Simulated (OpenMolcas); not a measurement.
# Cu3+: ligand-field states by method

Cu3+ with its 6 nearest oxide ions at 1.985 Å, on the Mg site of MgO (a = 4.2112 Å, distance in the model lattice 2.106 Å). The rest of the host is ab initio model potentials to 7.6 Å, with orthogonalisation functions on the cations behind the ligands, and point charges beyond; the distance is set by hand and nothing relaxes, and no local charge compensation is placed. Ligand basis ANO-RCC-VDZP.

| Item | Value |
| --- | --- |
| Program | OpenMolcas |
| Basis | ANO-RCC-VTZP [6s5p3d2f1g] |
| Scalar Hamiltonian | DKH2, point nucleus |
| Active space | 8 electrons in 5 orbitals (3d) |
| State averaging | 2S+1 = 3 even, 10 roots; 2S+1 = 1 even, 15 roots |
| Spin-orbit coupling | RASSI with atomic mean-field integrals over the reference wave functions |

I. CASSCF
II. SS-CASPT2, IPEA 0.25 Eh, sigma2 regulariser 0.3 Eh (closed shells correlated: 3s 3p and the ligand valence shells)

Spin-free states (labels of O, the rotations of Oh) in cm-1, each column counted from its own energy of the first state listed:

```
State  Degeneracy      I     II
  3A2           1      0      0
  3T2           3  11367  20250
   1E           2  16896    370
  3T1           3  19299  31890
```

From I to II, I's first state of the same spin (3T2) moves from 11367 to 20250 cm-1, by about +8900 cm-1.

From I to II, I's first state of another spin (1E) moves from 16896 to 370 cm-1, by about -17000 cm-1.

I: A least-squares ligand-field fit to the states below 45000 cm-1, each weighted by its degeneracy and with a free common offset, gives 10Dq = 11754 cm-1, B = 1261 cm-1 and C = 3809 cm-1 (C/B = 3.02), with an rms deviation of 197 cm-1. 

χT at 300 K: I 1.26, II 1.04 cm3 K/mol.

Roots that are degenerate in the reference are averaged as groups; the widest CASPT2 spread within a group is 530 cm-1 (the 3-fold group of multiplicity 1 near 21900 cm-1 above the lowest state of its run, II). Shifts and gaps below about the spread of the groups concerned are not significant. Over all roots computed the reference weight is 0.64 to 0.70 in II; the roots of lowest weight are the least certain, and an intruder state may touch them. The least metal-like active orbital is 82 % on the metal (Löwdin) and no ligand orbital is active, so the numbers are rough. Ligand-to-metal charge-transfer states are missing. With no ligand orbital active B as a rule stays too high, so bands that hang on it stand too high and its fall with covalency is understated. Without dynamic correlation the repulsion within the d shell is too large (B by tens of per cent), so at a given field states of lower spin stand too high (holds for I). With metal d orbitals alone and no dynamic correlation 10Dq can be off by a tenth to a fifth, either way, in oxide and fluoride hosts (holds for I). A single d shell leaves out the double-shell effect, which counts most for late 3d ions, where the CASPT2 field can be off either way by tens of per cent (holds for II). With one d shell and no ligand orbital active, 10Dq can be off by a tenth or more (holds for II). No measured value stands beside these numbers; the geometry was set by hand and not optimised.
